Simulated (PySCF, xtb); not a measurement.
C₃H₉GeN, SMILES [NH](C)[GeH2][CH]=C.

GFN2-xTB (xtb) at its own geometry gives an orbital gap of 3.71 eV and a dipole moment of 1.05 D.

The structure is a stationary point at PBE0-D3(BJ)/def2-SVP. The structure was generated by enumeration, and PubChem lists no compound with its InChIKey, so it may never have been made. Other conformers were not sampled.

Problem. What does PBE/def2-TZVP in PySCF give? (Estimate from the structure and the level; the computed values follow.)

Solution. gap 3.66 eV (levels -5.09 and -1.43 eV), dipole 0.89 D.
